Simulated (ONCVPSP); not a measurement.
u(r) = r·R(r): atom against pseudo-atom (Tl)

Columns: radius, all-electron u(r) and pseudo u(r) of the 5p shell (level -76.09 eV) of thallium in the configuration [Kr] 4d10 4f14 5s2 5p6 5d10 6s2 6p1; PBEsol, scalar-relativistic, ONCV scheme, ONCVPSP 4.0.1.

```csv
r (bohr),all-electron,pseudo
0.090,0.2301,0.0303
0.180,0.1977,0.1173
0.270,-0.4936,0.2505
0.360,-0.6122,0.4142
0.450,-0.2502,0.5896
0.540,0.2489,0.7580
0.630,0.6808,0.9026
0.720,0.9750,1.0110
0.810,1.1314,1.0760
0.900,1.1787,1.0964
0.990,1.1493,1.0752
1.080,1.0725,1.0197
1.170,0.9706,0.9393
1.260,0.8590,0.8436
1.350,0.7476,0.7417
1.440,0.6425,0.6408
1.530,0.5467,0.5464
1.620,0.4616,0.4615
1.710,0.3872,0.3872
1.800,0.3233,0.3232
1.890,0.2688,0.2687
1.980,0.2227,0.2227
2.070,0.1840,0.1840
2.160,0.1517,0.1517
2.250,0.1248,0.1248
2.340,0.1025,0.1025
```

**Question.** How many radial nodes do the two functions have?

**Answer.** The all-electron 5p function has n − l − 1 = 3 (the table is too coarse to show those close to the nucleus); the pseudo-wave has 0, since the states of the same l below it are removed with the core.

**Question.** At about which radius was the pseudo-wave matched?

**Answer.** 1.65 bohr. The columns agree to 0.0005 from 1.53 bohr on; several derivatives are matched, so the curves merge somewhat inside the radius.

**Question.** Is the pseudo-wave norm-conserving?

**Answer.** Yes: the ONCV scheme keeps the norm inside the radius equal to the all-electron one, which fixes the energy derivative of the logarithmic derivative at the level.
